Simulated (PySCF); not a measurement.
Compound: C₆H₁₃Si (doublet state).
Z-matrix (Å and degrees, GFN2-xTB geometry), rows numbered from 1:
```
C 
C   1  1.4801
C   2  1.4646  1  121.96
Si  3  1.9212  2  107.61  1   -79.39
C   4  1.8858  3  121.63  2   147.48
C   5  1.5427  4   65.99  3  -102.68
C   6  1.5087  4  122.48  5   107.36
H   1  1.0950  2  111.63  3   115.44
H   1  1.0873  2  110.76  3    -5.39
H   1  1.0942  2  111.08  3  -125.95
H   2  1.0767  1  118.29  3  -170.19
H   3  1.0902  2  111.52  1    39.13
H   3  1.0882  2  111.33  1   160.68
H   4  1.4549  3  114.53  2   -57.41
H   5  1.0813  4  121.57  6   107.25
H   5  1.0808  4  119.38  6  -106.32
H   6  1.0862  4  118.79  5  -104.74
H   7  1.0887  6  110.89  4    88.50
H   7  1.0874  6  110.48  4   -31.68
H   7  1.0907  6  110.68  4  -151.49
```

The hyperfine couplings belong to this conformer and change with its torsions.

The species is `C[CH]C[Si@@H]1C[C@H]1C` [radical].

The calculation used UKS B3LYP, pcH-1 on C H Si, non-relativistic, mean-field spin-orbit, GIAO in PySCF. The structure is a single GFN2-xTB conformer in the gas phase; no vibrational or solvent corrections. GFN2-xTB frequencies show an imaginary mode (51i cm⁻¹), so this geometry is no minimum at that level. A GFN2-xTB geometry isn't a minimum of the functional, and hyperfine couplings can be far from their values at a DFT geometry. The SCF solution wasn't tested for stability.

**Question.** Where do the isotropic ENDOR lines of H8/H9/H10, H11, H12, H13, H17, H15, H16 and H14 fall at 332.6 mT, to first order?

**Answer.** ν± = |νn ± a/2|, one line for each electron-spin manifold; νn = |g_N| × 7.62259 MHz/T × B.

```json
{"nuclei": "H8/H9/H10", "isotope": "1H", "g_N": "5.5857", "νn (MHz)": "14.16", "a_iso (MHz)": "70.26", "lower line (MHz)": "20.97", "upper line (MHz)": "49.29"}
{"nuclei": "H11", "isotope": "1H", "g_N": "5.5857", "νn (MHz)": "14.16", "a_iso (MHz)": "-60.06", "lower line (MHz)": "15.87", "upper line (MHz)": "44.19"}
{"nuclei": "H12", "isotope": "1H", "g_N": "5.5857", "νn (MHz)": "14.16", "a_iso (MHz)": "57.34", "lower line (MHz)": "14.51", "upper line (MHz)": "42.83"}
{"nuclei": "H13", "isotope": "1H", "g_N": "5.5857", "νn (MHz)": "14.16", "a_iso (MHz)": "33.29", "lower line (MHz)": "2.49", "upper line (MHz)": "30.81"}
{"nuclei": "H17", "isotope": "1H", "g_N": "5.5857", "νn (MHz)": "14.16", "a_iso (MHz)": "3.75", "lower line (MHz)": "12.28", "upper line (MHz)": "16.04"}
{"nuclei": "H15", "isotope": "1H", "g_N": "5.5857", "νn (MHz)": "14.16", "a_iso (MHz)": "-2.54", "lower line (MHz)": "12.89", "upper line (MHz)": "15.43"}
{"nuclei": "H16", "isotope": "1H", "g_N": "5.5857", "νn (MHz)": "14.16", "a_iso (MHz)": "2.29", "lower line (MHz)": "13.01", "upper line (MHz)": "15.31"}
{"nuclei": "H14", "isotope": "1H", "g_N": "5.5857", "νn (MHz)": "14.16", "a_iso (MHz)": "-0.76", "lower line (MHz)": "13.78", "upper line (MHz)": "14.54"}
```

**Question.** Which pairs are centred on the nuclear Larmor frequency, and which on half the coupling?

**Answer.** Centred on νn, since |a| < 2νn: H17, H15, H16 and H14. Centred on |a|/2 and split by 2νn: H8/H9/H10, H11, H12 and H13.

Class means assume fast exchange of nuclei equivalent by connectivity; if that motion is slow, each nucleus keeps its own coupling. The three 1H nuclei of mean +70.3 MHz run from 2.6 to 106.1 MHz in the frozen geometry.

The largest Mulliken spin populations are on C2 (+0.97), C1 (-0.08), C3 (-0.07) and Si4 (+0.07). No atom but C2 exceeds +0.15. The positive populations add up to 1.20 and the negative ones to -0.20, together 2S = 1. The angles at C2 add up to 359.3°, so it is planar; its axial dipolar tensor and the negative coupling of its proton fit spin in a p orbital normal to that plane.
